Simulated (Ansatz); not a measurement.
Relaxation of FH₆PSi₂ (10 atoms, charge 0, multiplicity 1), to a largest force component of 0.015 eV/Å in at most 40 steps.

All numbers below come from RKS r2SCAN-D4/6-31G (Ansatz 0.2.0).

```xyz
10
Properties=species:S:1:pos:R:3:forces:R:3
F -1.618 0.065 1.719 -1.21 -1.88 1.95
Si -1.011 1.092 0.630 -0.40 2.83 -1.91
P 1.104 0.636 0.429 2.15 0.82 1.49
Si 0.848 -1.331 -0.463 -1.87 -1.56 -0.03
H -1.686 0.932 -0.695 -0.34 -0.13 -0.04
H -1.156 2.512 1.090 -0.12 -0.04 0.11
H 1.412 1.355 -0.743 0.05 0.46 -0.56
H -0.092 -1.183 -1.632 -0.04 -0.22 -0.05
H 0.207 -2.258 0.583 0.27 0.38 -0.44
H 2.075 -1.871 -0.915 1.52 -0.67 -0.52
```

Q: Where does it end, and by what steps?

A: The run converged. The force dipped under the threshold on the way, but the program's further checks kept it going. Limits of this set-up: no polarisation functions. After 23 steps the energy has fallen by 0.608 eV; F1 moved furthest, 0.85 Å.

| step | energy less start (eV) | largest force component (eV/Å) | accepted |
| --- | --- | --- | --- |
| 0 | 0.0000 | 2.834 | yes |
| 1 | -0.5006 | 1.150 | yes |
| 2 | -0.5721 | 0.435 | yes |
| 3 | -0.5881 | 0.176 | yes |
| 4 | -0.5922 | 0.027 | yes |
| 5 | -0.5930 | 0.017 | yes |
| 6 | -0.5947 | 0.029 | yes |
| 7 | -0.5951 | 0.033 | yes |
| 8 | -0.5954 | 0.024 | yes |
| 9 | -0.5956 | 0.023 | yes |
| 10 | -0.5959 | 0.020 | yes |
| 11 | -0.5966 | 0.076 | yes |
| 12 | -0.5973 | 0.124 | yes |
| 13 | -0.5982 | 0.165 | yes |
| 14 | -0.5995 | 0.191 | yes |
| 15 | -0.5996 | 0.294 | yes |
| 16 | -0.6018 | 0.234 | yes |
| 17 | -0.6028 | 0.128 | yes |
| 18 | -0.6007 | 0.295 | no |
| 19 | -0.6064 | 0.025 | yes |
| 20 | -0.6071 | 0.015 | yes |
| 21 | -0.6074 | 0.027 | yes |
| 22 | -0.6076 | 0.018 | yes |
| 23 | -0.6077 | 0.013 | yes |

```xyz
10
Properties=species:S:1:pos:R:3
F -1.761 0.736 2.222
Si -1.119 1.168 0.701
P 1.096 0.488 0.649
Si 0.910 -1.433 -0.659
H -1.992 0.512 -0.333
H -1.163 2.664 0.584
H 1.493 1.389 -0.416
H 0.156 -1.199 -1.940
H 0.174 -2.446 0.166
H 2.289 -1.929 -0.970
```

Run time: 67 s on 1 thread of Intel(R) Xeon(R) 6975P-C (Granite Rapids) (shared host), peak memory 0.17 GiB.
